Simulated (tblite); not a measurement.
All values are computed: GFN2-xTB (tblite) harmonic vibrations without scaling, gas phase. Errors from tens to a few hundred cm⁻¹ against measured bands are possible. Modes of hydrogen on silicon can be 10 to 20 % off. One conformer each. Open shells enter through the occupations alone, without spin polarisation, and single modes of such species can be off by tens of per cent. Thermal functions are those of the rigid rotor and harmonic oscillator, without mixing of conformers.

Question: Order these by their ideal-gas entropy at 200 K and 1 bar, highest first (J/(mol K)).
A. `C=C(SC)C(C)(C)CC#N`
B. `CS[Si@@H]1NCC[Si@@H]1C`
C. `[CH2+][CH][C@]12C[C@H]1C2` [radical]
D. `C(C)N1N(CC)CCC1`
E. `C/C=N/N(C)CC(C)C`
F. `N#CC1=CC=NN1C1CC1`
G. `N1[SiH2]S[SiH2]C(C)(C)C1`

Answer: B (407.4), A (394.3), E (381.7), G (370.5), D (364.8), F (340.6), C (290.4).

| SMILES | atoms | mass (u) | symmetry number | modes under 300 cm⁻¹ | ZPE (kJ/mol) | S translation (J/(mol K)) | S rotation | S vibration | S spin | S | Cp |
| --- | --- | --- | --- | --- | --- | --- | --- | --- | --- | --- | --- |
| CS[Si@@H]1NCC[Si@@H]1C | 21 | 163.03 | 1 | 11 | 429.6 | 164.1 | 121.7 | 121.6 | 0.0 | 407.4 | 147.4 |
| C=C(SC)C(C)(C)CC#N | 23 | 155.08 | 1 | 10 | 496.9 | 163.5 | 120.8 | 109.9 | 0.0 | 394.3 | 148.6 |
| C/C=N/N(C)CC(C)C | 25 | 128.13 | 1 | 10 | 582.8 | 161.1 | 118.7 | 101.9 | 0.0 | 381.7 | 141.8 |
| CC1(C)CN[SiH2]S[SiH2]1 | 21 | 163.03 | 1 | 9 | 426.0 | 164.1 | 119.6 | 86.7 | 0.0 | 370.5 | 141.9 |
| CCN1CCCN1CC | 25 | 128.13 | 1 | 8 | 592.1 | 161.1 | 116.7 | 87.0 | 0.0 | 364.8 | 120.7 |
| N#Cc1ccnn1C1CC1 | 17 | 133.06 | 1 | 5 | 339.0 | 161.6 | 118.0 | 61.0 | 0.0 | 340.6 | 100.3 |
| [CH2+][CH][C@]12C[C@H]1C2 | 14 | 80.06 | 1 | 3 | 300.6 | 155.2 | 104.4 | 25.0 | 5.8 | 290.4 | 73.5 |

Entropies and Cp are for 200 K and 1 bar.
